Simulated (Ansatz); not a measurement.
C₄H₁₂GaN (`CC[N](C)[GaH][CH3]`), relaxed with RKS PBE0-D4/def2-TZVP in the Gaussian-basis code of Ansatz from a GFN2-xTB geometry. The force threshold is 0.005 eV/Å; the program also tests the step.

Total charge 0; spin multiplicity 1.

Start:

```xyz
18

C     0.566   -0.566    1.969
C     0.745   -0.858    0.476
N    -0.429   -0.553   -0.316
C    -1.517   -1.504   -0.188
Ga   -0.583    1.003   -1.287
C     0.902    2.376   -1.386
H     1.507   -0.703    2.495
H     0.231    0.464    2.099
H    -0.175   -1.228    2.409
H     1.566   -0.233    0.097
H     1.030   -1.911    0.342
H    -1.907   -1.555    0.835
H    -1.197   -2.512   -0.485
H    -2.329   -1.185   -0.850
H    -1.979    1.051   -2.005
H     1.238    2.650   -0.381
H     1.764    1.981   -1.930
H     0.567    3.283   -1.895
```

```csv
step,energy (eV),largest force (eV/Å),largest move (Å)
1,-58200.5230,0.571,0.000
2,-58200.5834,0.205,0.091
3,-58200.5923,0.085,0.042
4,-58200.5941,0.036,0.035
5,-58200.5945,0.014,0.026
6,-58200.5946,0.008,0.013
7,-58200.5947,0.007,0.013
8,-58200.5948,0.010,0.023
9,-58200.5948,0.003,0.011
10,-58200.5948,0.003,0.007
11,-58200.5948,0.003,0.007
12,-58200.5948,0.006,0.015
13,-58200.5948,0.011,0.017
14,-58200.5948,0.009,0.004
15,-58200.5949,0.005,0.003
```

End:

```xyz
18

C     0.568   -0.603    1.974
C     0.737   -0.744    0.467
N    -0.457   -0.465   -0.297
C    -1.488   -1.463   -0.173
Ga   -0.639    1.031   -1.331
C     0.874    2.282   -1.389
H     1.509   -0.818    2.488
H     0.261    0.414    2.231
H    -0.185   -1.292    2.363
H     1.532   -0.068    0.137
H     1.088   -1.764    0.241
H    -1.885   -1.544    0.848
H    -1.117   -2.459   -0.456
H    -2.328   -1.223   -0.829
H    -2.010    1.144   -2.082
H     1.153    2.600   -0.381
H     1.749    1.803   -1.835
H     0.637    3.170   -1.976
```

Hardware: 2 threads of an AMD EPYC 7R13 on a shared host and a share of an NVIDIA H100 80 GB. Wall time 70 s, peak host memory 0.94 GiB.
